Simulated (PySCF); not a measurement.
Computed IR spectrum (relative IR intensity) of a molecule ClH6NOSi2. The structure is a stationary point at PBE-D3(BJ)/def2-SVP. Other conformers were not sampled. Level of theory: PBE-D3(BJ)/def2-SVP in PySCF. Frequencies are harmonic and unscaled.

Lines under 2 % of the strongest are left out, and lines within 2 cm⁻¹ are merged.

```
ν (cm⁻¹)  relative intensity
--------  ------------------
288                       18
330                      7.0
387                       27
510                       11
601                      3.7
685                      6.8
704                      2.1
779                       15
808                       56
877                      100
886                       14
904                       16
915                       42
924                       11
968                       15
1147                      46
2165                      24
2167                      30
2173                      24
2239                      26
3504                     9.1
3748                      17
```

**Question.** Identify the compound among the candidates.
A. N[Si@](O)([SiH3])Cl
B. N[SiH2]O[SiH2]Cl
C. O[Si@H](Cl)N[SiH3]
D. N[Si@H](Cl)[SiH2]O

**Answer.** C, O[Si@H](Cl)N[SiH3]
